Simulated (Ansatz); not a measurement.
Calculated with Ansatz (gas phase, PBE0-D4/def2-TZVP geometries, no zero-point term in ΔE). CCSD(T)/CBS is the MP2 limit (def2-TZVPP, def2-QZVPP) plus CCSD(T) − MP2 in def2-TZVPP, frozen cores. This one scheme is used for every species. DFT in def2-TZVPP. B3LYP here is the variant with VWN-RPA as its local correlation; programs differ in this. def2 core potentials past Kr. For Ta outer-core shells are correlated without core-valence functions, which leaves a few kJ/mol of doubt a bond. Each species was taken in one conformer, which may not be the lowest.

Consider the ligand exchange at a Ta–O bond: `[OH][Ta]([OH])([OH])([OH])[F]` + H–F → `[OH][Ta]([OH])([OH])([F])[F]` + H₂O.

| level | ΔE (kcal/mol) | difference from CCSD(T)/CBS |
| --- | --- | --- |
| PBE-D4 | -11.9 | -1.4 |
| r2SCAN-D4 | -12.3 | -1.8 |
| PBE0-D4 | -11.4 | -0.9 |
| B3LYP-D4 | -11.8 | -1.3 |
| ωB97X-V | -12.0 | -1.5 |
| PBE | -12.3 | -1.8 |
| MP2/def2-TZVPP | -9.8 | 0.7 |
| CCSD/def2-TZVPP | -10.6 | -0.1 |
| MP2/def2-QZVPP | -10.0 | 0.5 |
| CCSD/CBS(def2) | -10.7 | -0.2 |
| CCSD(T)/CBS | -10.5 | 0 |

Largest T1 diagnostic among the species: 0.018.

In def2-TZVPP, CCSD(T) changes the Hartree–Fock value by +1.7 kcal/mol (the triples alone add +0.2 kcal/mol) and MP2 by +2.3 kcal/mol.
